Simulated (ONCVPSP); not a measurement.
**Transferability test, ONCV potential for fluorine (F)**

ONCVPSP 4.0.1 input, shortened (lines: element, Z, core and valence counts, functional; n l f; lmax; l rc ep ncon nbas qcut; lloc lpopt rc5 dvloc0; l nproj debl; icmod fcfact rcfact), PBE, scalar-relativistic:

```
  F 9.00    1    2        4      upf
    1    0    2.00
    2    0    2.00
    2    1    5.00
    2
    0    0.55    0.00    4    7   10.10
    1    1.70    0.00    5    8    9.10
    2    1.60    0.19    3    6    6.40
    4    5    0.35   -1.00
    0    1    1.00
    1    2    3.80
    2    2    3.50
    3    3.25    1.70
```

Energies are relative to the spin-unpolarised reference configuration 2s2 2p5; without spin polarisation the order of configurations can differ from experiment.

| valence configuration | charge | ΔE all-electron (eV) | error AE − PS (meV) |
| --- | --- | --- | --- |
| 2s2 2p4 | +1 | 19.390 | +58 |
| 2s2 2p2 | +3 | 118.412 | +1464 |
| 2s1 2p6 | 0 | 18.813 | +8.5 |

(1) What are ΔE and the potential's error for 2s2 2p3?

Levels in the configuration 2s2 2p4:

```csv
level,all-electron (eV),pseudo (eV)
2s,-47.388,-47.371
2p,-28.309,-28.154
```

Note: ghosts flagged at negative energy: d at -440.0 eV; GHOST(+) flagged for p at 134.3 eV. A true bound ghost makes a file unfit for plane-wave use.

Results:

(1) ΔE = 57.775 eV all-electron; the error (AE − PS) is +408 meV.
